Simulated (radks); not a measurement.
Values are calculated unless marked as measured or tabulated.
Question: Hf, 72 electrons, occupied as [Xe] 4f14 5d2 6s2. Level of theory: scalar-relativistic Kohn-Sham, r2SCAN, spin-polarised, spherical densities, finite nucleus; open shells are filled with parallel spins first (spin-orbit coupling, left out, can overturn this in heavy ions); meta-GGA in the generalised Kohn-Sham scheme; Fermi nuclear charge, rms radius 5.347 fm (a radial shooting solver on a logarithmic mesh with Libxc functionals). Some entries of the table are withheld. Estimate them.

| orbital | occ. | eigenvalue (eV) | <1/r> (bohr^-1) | <r> (bohr) |
|---|---|---|---|---|
| 1s down | 1 | -65354.32 | 83.78 | 0.01899 |
| 1s up | 1 | -65354.31 | 83.78 | 0.01899 |
| 2s up | 1 | -11201.89 | 19.58 | 0.08036 |
| 2s down | 1 | -11201.80 | 19.58 | 0.08036 |
| 2p up | 3 | -9833.747 | 17.85 | 0.07173 |
| 2p down | 3 | -9833.684 | 17.85 | 0.07173 |
| 3s down | 1 | -2561.787 | 7.255 | 0.2084 |
| 3s up | 1 | -2561.771 | 7.255 | 0.2084 |
| 3p down | 3 | -2151.057 | 6.720 | 0.2084 |
| 3p up | 3 | -2151.047 | 6.720 | 0.2084 |
| 3d up | 5 | -1664.090 | 6.348 | 0.1890 |
| 3d down | 5 | -1664.060 | 6.348 | 0.1890 |
| 4s up | 1 | -521.3778 | 3.062 | 0.4684 |
| 4s down | 1 | -521.3475 | 3.061 | 0.4684 |
| 4p up | 3 | -386.0380 | 2.790 | 0.4975 |
| 4p down | 3 | -386.0162 | 2.790 | 0.4975 |
| 4d up | 5 | -210.2329 | 2.473 | 0.5353 |
| 4d down | 5 | -210.2004 | 2.473 | 0.5353 |
| 5s up | 1 | -68.9668 | 1.164 | 1.141 |
| 5s down | 1 | -68.2864 | 1.171 | 1.134 |
| 5p up | 3 | -37.1087 | 0.9700 | 1.347 |
| 5p down | 3 | -36.0255 | 0.9806 | 1.333 |
| 4f up | 7 | -17.0077 | 1.914 | 0.6787 |
| 4f down | 7 | -16.8386 | 1.922 | 0.6734 |
| 6s up | 1 | -5.6015 | 0.3724 | (1) |
| 6s down | 1 | -4.6717 | 0.3441 | (2) |
| 5d up | 2 | -3.1768 | 0.5504 | (3) |
| 5d down | 0 | -1.6661 | 0.5269 | (4) |

Answer: 
(1) 6s up <r> (bohr): 3.385
(2) 6s down <r> (bohr): 3.632
(3) 5d up <r> (bohr): 2.434
(4) 5d down <r> (bohr): 2.622
